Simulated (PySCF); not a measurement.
An unknown gives this computed stick spectrum. Theory: TDDFT wB97X-D/def2-SVPD, vertical, gas phase, core orbitals frozen in the response (PySCF). Geometries: PBE0-D3(BJ)/def2-SVP, one conformer each.

```tsv
state	E (eV)	λ (nm)	f
S1	5.49	225.8	0.188
S2	5.53	224.3	0.134
S3	6.17	200.9	0.0002
S4	6.29	197.0	0.0014
S5	6.64	186.6	0.0030
S6	7.07	175.3	0.0041
S7	7.13	173.9	0.133
S8	7.22	171.7	0.030
S9	7.53	164.6	0.040
S10	7.70	161.1	0.029
```

**Question.** Which candidate is it? All have the formula C7H10OSi.
A. `C#C[C@@H]1C=CC[Si@@H]1OC`
B. `C#C[C@@H]1C=CC[Si@H]1OC`
C. `[C@H]1(C)[Si@@H](CC(C#C)=C1)O`

**Answer.** C. Its S1, at 5.49 eV, is the lowest among the candidates; the nearest of the others has S1 at 6.14 eV. S1 is HOMO→LUMO (54%), HOMO-1→LUMO (21%), HOMO-2→LUMO (13%). Löwdin shares by element: HOMO carbon 80% or more (atoms not listed hold the other 20%); LUMO carbon 74% or more (atoms not listed hold the other 26%). At the same level the other candidates give, for their lowest levels:
- `C#C[C@@H]1C=CC[Si@@H]1OC`: 6.14 eV (f 0.020); 6.55 eV (f 0.005); 6.70 eV (f 0.039); 6.81 eV (f 0.014); 7.05 eV (f 0.050); T1 4.41 eV; HOMO -8.79, LUMO 1.92 eV
- `C#C[C@@H]1C=CC[Si@H]1OC`: 6.22 eV (f 0.012); 6.62 eV (f 0.003); 6.73 eV (f 0.032); 6.94 eV (f 0.030); 7.11 eV (f 0.016); T1 4.44 eV; HOMO -8.91, LUMO 1.93 eV
Triplets come from the Tamm–Dancoff approximation.
